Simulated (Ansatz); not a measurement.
Molecule: sum formula GeOCl2 (charge -1, doublet). 
Coordinates optimised at B3LYP-D3(BJ)/def2-TZVP (Ansatz, a first-principles code):
```xyz
4

Ge    -0.4813    -0.1767     0.2952
O     -1.3490    -1.4114    -0.4584
Cl    -0.2079     1.7150    -1.0368
Cl     1.7487    -0.7182     0.6968
```
Charge -1, spin multiplicity 2.

Basis-set convergence of Hartree-Fock and CCSD correlation energies (hartree) with Ansatz. Correlated levels leave the core frozen unless marked. UHF or UKS for open shells. Spin-orbit coupling is left out. The frozen core is the preceding noble-gas configuration, with the filled d and f shells of earlier blocks. Non-relativistic.

```json
[
 {"basis": "def2-SVPD", "functions": "115", "E(HF)": "-3068.75586", "E(corr, CCSD)": "-0.60907"},
 {"basis": "def2-TZVPPD", "functions": "196", "E(HF)": "___", "E(corr, CCSD)": "___"}
]
```

**Question.** Complete the blanks.

**Answer.** 
- def2-TZVPPD, E(HF): -3069.41176
- def2-TZVPPD, E(corr, CCSD): -0.76048
